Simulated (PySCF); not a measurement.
SMILES CC(C)O[B]OC(C)C, doublet, GFN2-xTB optimised geometry.

```
23

C     -2.97    -0.90     1.36
C     -2.41    -0.37     0.04
C     -2.74     1.11    -0.14
O     -1.01    -0.51     0.00
B     -0.31    -1.68     0.00
O      1.02    -1.68     0.00
C      1.84    -0.50    -0.01
C      3.18    -0.85     0.64
C      2.01    -0.01    -1.44
H     -4.06    -0.81     1.38
H     -2.56    -0.34     2.20
H     -2.70    -1.95     1.48
H     -2.85    -0.95    -0.79
H     -2.32     1.47    -1.08
H     -3.81     1.26    -0.15
H     -2.31     1.68     0.68
H      1.32     0.27     0.58
H      3.81     0.03     0.68
H      3.67    -1.62     0.06
H      3.02    -1.22     1.65
H      2.49    -0.78    -2.04
H      1.04     0.22    -1.87
H      2.62     0.89    -1.46
```

Density from unrestricted PBE0/def2-SVP (PySCF 2.14.0) at that geometry.

Minimum of the electron density along straight lines between bonded atoms, close to the bond critical point (lines longer than 1.1 times the sum of covalent radii, or with two minima, are not listed):

| bond | length / Å | ρ at the minimum / e bohr⁻³ | ∇²ρ there / e bohr⁻⁵ | position (fraction from the first atom) |
|---|---|---|---|---|
| C1–C2 | 1.528 | 0.248 | -0.58 | 0.49 |
| C2–C3 | 1.528 | 0.249 | -0.59 | 0.51 |
| C2–O4 | 1.410 | 0.250 | -0.28 | 0.34 |
| O4–B5 | 1.365 | (withheld) | 1.10 | 0.67 |
| B5–O6 | 1.333 | 0.215 | 1.26 | 0.33 |
| O6–C7 | 1.442 | 0.234 | (withheld) | 0.65 |
| C7–C8 | 1.523 | 0.250 | -0.59 | 0.51 |
| C7–C9 | 1.524 | 0.249 | -0.59 | 0.51 |
| C1–H10 | 1.087 | 0.276 | -1.01 | 0.62 |
| C1–H11 | 1.088 | 0.276 | -1.01 | 0.63 |
| C1–H12 | 1.088 | 0.277 | -1.02 | 0.63 |
| C2–H13 | 1.102 | 0.280 | -1.04 | 0.63 |
| C3–H14 | 1.087 | 0.277 | -1.02 | 0.63 |
| C3–H15 | 1.086 | 0.276 | -1.01 | 0.62 |
| C3–H16 | 1.087 | 0.276 | -1.01 | 0.63 |
| C7–H17 | 1.098 | 0.283 | -1.07 | 0.64 |
| C8–H18 | 1.087 | 0.276 | -1.00 | 0.62 |
| C8–H19 | 1.087 | 0.277 | -1.02 | 0.63 |
| C8–H20 | 1.087 | 0.277 | -1.02 | 0.63 |
| C9–H21 | 1.088 | 0.276 | -1.01 | 0.63 |
| C9–H22 | 1.087 | 0.277 | -1.02 | 0.63 |
| C9–H23 | 1.088 | 0.275 | -1.00 | 0.62 |

Some entries are withheld; supply them.


- O4–B5, ρ at the minimum / e bohr⁻³: 0.195
- O6–C7, ∇²ρ there / e bohr⁻⁵: -0.36
